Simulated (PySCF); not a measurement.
**Pd⁺: ionisation energy**

Pd⁺ [Kr] 4d9 (2D) → Pd²⁺ [Kr] 4d8 (3F), as a difference of total energies. Computed with PySCF 2.14 in def2-SVP with the def2 core potential (28 electrons), with a scalar-relativistic core potential. Correlated levels: valence: 4s2 4p6 frozen. The calculations carry no spin-orbit coupling.

Q: Order these methods by the ionisation energy they give, lowest first.
A. SCS-MP2 (valence)
B. M06-L
C. MP2 (valence)
D. UHF

A: D (17.497 eV), A (18.598 eV), C (18.695 eV), B (19.148 eV).

The reference lies between the lowest fine-structure levels, while these numbers refer to the centres of the terms.

Errors of the correlated levels include the incompleteness of this basis and the frozen core.

For comparison: 19.43 ± 0.12 eV (semi-empirical (NIST evaluation); NIST Atomic Spectra Database, ionization energies).
